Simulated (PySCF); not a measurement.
**A search over the determinants of RbN**

Unrestricted PBE0; basis Rb def2-TZVPP with ECP28, N def2-TZVPP; scalar-relativistic core potentials; PySCF 2.14. Outer shells of the fragments: Rb 5s1; N 2s2 2p3.

Followed along the bond (rough minima from three points):

```json
{"2Ms+1": "3", "unpaired": "π ↑↑", "⟨S²⟩ at the start": "2.15", "R at minimum (Å)": "2.76", "Te (eV)": "0.00"}
{"2Ms+1": "3", "unpaired": "σ ↑, π ↑", "⟨S²⟩ at the start": "2.02", "R at minimum (Å)": "2.50", "Te (eV)": "0.14"}
{"2Ms+1": "1", "unpaired": "π ↑↓", "⟨S²⟩ at the start": "1.00", "R at minimum (Å)": "2.71", "Te (eV)": "0.58"}
{"2Ms+1": "1", "unpaired": "σ ↓, π ↑", "⟨S²⟩ at the start": "1.00", "R at minimum (Å)": "2.50", "Te (eV)": "0.66"}
{"2Ms+1": "5", "unpaired": "σ ↑↑, π ↑↑", "⟨S²⟩ at the start": "6.00", "R at minimum (Å)": "none in the scan", "Te (eV)": "≤ 1.09"}
```

Solutions found at the starting distance of 2.715 Å, counted from the lowest of them; the search is not exhaustive and high or unbound solutions are not listed, so other states can lie among these:

| 2Ms+1 | unpaired | term | E (eV) | ⟨S²⟩ | ⟨Lz²⟩ | μ (D) |
| --- | --- | --- | --- | --- | --- | --- |
| 3 | π ↑↑ | ³Σ⁻ | 0.00 | 2.15 | 0.00 | -7.48 |
| 3 | σ ↑, π ↑ | ³Π | 0.23 | 2.02 | 1.01 | -10.37 |
| 1 | π ↑↓ | mixed | 0.57 | 1.00 | 2.01 | -9.03 |
| 1 | σ ↓, π ↑ | mixed | 0.76 | 1.00 | 1.02 | -10.37 |
| 5 | σ ↑↑, π ↑↑ | ⁵Σ⁻ | 1.22 | 6.00 | 0.00 | 1.93 |
| 3 | σ ↑↑, π ↑↓ | mixed | 2.37 | 3.01 | 2.01 | 2.08 |

A term symbol is given only where ⟨S²⟩ and ⟨Lz²⟩ are close to those of a pure state; real π, δ and φ orbitals otherwise mix terms. A positive dipole means Rb(−)N(+).

Problem. Compare the gap between the two lowest followed solutions at the starting distance with the gap between their minima.

Solution. At PBE0 the second solution (triplet, unpaired electrons σ ↑, π ↑) lies +0.23 eV from the first (triplet, unpaired electrons π ↑↑) at 2.715 Å and +0.14 eV at the minima; the two curves relax by different amounts, since their minima lie near 2.50 and 2.76 Å.

Spin–orbit coupling is left out. Counting both spins, an empty level lies below a filled one in some of these solutions, because spin and occupation are held.
